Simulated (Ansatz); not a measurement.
Ansatz (a first-principles code) input (CCSD(T)/def2-SVPD):

Ansatz 0.2 input:
```yaml
crystal:
  periodic: [false, false, false]
  atoms:
    - {symbol: Pb, position_ang: [-0.00000000, -0.00000000, -1.05929191]}
    - {symbol: I, position_ang: [0.00000000, 0.00000000, 1.63890446]}
basis:
  gaussian:
    orbitals: def2-SVPD
total_charge: 1
magnetization: {spin_polarized: false}
correlation: {method: ccsd_t, electrons: outside_noble_gas}
output: {forces: true}
```

End of the output:

```
cycle   2  -4.29301158 eV  change   -1.4e-1 eV  update   2.9e-2
cycle   3  -4.34226400 eV  change   -4.9e-2 eV  update   2.2e-2
cycle   4  -4.33822869 eV  change    4.0e-3 eV  update   7.3e-3
cycle   5  -4.33708237 eV  change    1.1e-3 eV  update   2.5e-3
cycle   6  -4.33727172 eV  change   -1.9e-4 eV  update   7.0e-4
cycle   7  -4.33728675 eV  change   -1.5e-5 eV  update   1.9e-4
cycle   8  -4.33730610 eV  change   -1.9e-5 eV  update   5.1e-5
cycle   9  -4.33730361 eV  change    2.5e-6 eV  update   1.4e-5
cycle  10  -4.33730163 eV  change    2.0e-6 eV  update   3.7e-6
perturbative correction -0.18110222 eV, -0.0066553838 hartree
the calculation of the forces begins
Total energy: -13292.08272324 eV, -488.4750303819 hartree
Atom 0 at    -0.000000    -0.000000    -1.059292 Å, force     0.000000    -0.000000    -0.500696 eV/Å
Atom 1 at     0.000000     0.000000     1.638904 Å, force    -0.000000    -0.000000     0.500696 eV/Å
Dipole moment:     0.000000    -0.000000    -0.741909 e Å
```
